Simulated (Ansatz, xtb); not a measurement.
# Two isomers of C5H9NS2

Structure I: `CC(=S)C/C=C(\N)S`, a singlet. Structure II: `CC(=S)CCC(N)=S`, a singlet. Both are isolated molecules in the gas phase, relaxed with PBE0-D3(BJ)/def2-SVP; each stands in its lowest conformer found.

Which of the two would you expect CCSD(T)/def2-SVP + ΔMP2/def2-TZVPP electronic energies to favour?

Structure II; the calculation gives E(II) − E(I) = −15.8 kcal/mol.

Level by level:

```csv
level,geometry,E(II) − E(I) (kcal/mol),departure from the last row (kcal/mol),"job, with rough time for the two"
PBE0-D3(BJ)/def2-SVP,PBE0-D3(BJ)/def2-SVP,−18.4,−2.6,"optimisation, 5.8 min"
HF/def2-SVP,PBE0-D3(BJ)/def2-SVP,−20.1,−4.3,part of the CCSD(T) run
MP2/def2-SVP,PBE0-D3(BJ)/def2-SVP,−18.4,−2.6,part of the CCSD(T) run
CCSD(T)/def2-SVP,PBE0-D3(BJ)/def2-SVP,−18.1,−2.3,single point
CCSD(T)/def2-SVP + ΔMP2/def2-TZVPP,PBE0-D3(BJ)/def2-SVP,−15.8,,"single point, 6.9 min"
```

As drawn, II has 1 C–C, 1 C=S, 1 C–H in place of 1 C=C, 1 C–S, 1 S–H.

None of the levels shown reverses the order. The largest departure from CCSD(T)/def2-SVP + ΔMP2/def2-TZVPP is that of HF/def2-SVP, 4.3 kcal/mol. Levels run at GFN2-xTB geometries aren't shown. The last row adds to CCSD(T) the change of the MP2 difference between the two basis sets, here +2.3 kcal/mol.

With thermal terms from frequencies at re-optimised GFN2-xTB minima (ideal gas, soft modes damped towards free rotors, one conformer each, 298.15 K, 1 atm): the zero-point term adds +2.6 kcal/mol; ΔH is −13.6 and ΔG −12.7 kcal/mol.

The correlated steps freeze 16 core orbitals. Run with Ansatz 0.2.0, xtb 6.7.1; the last row on 2 threads of Arm Neoverse V1 on a shared host.
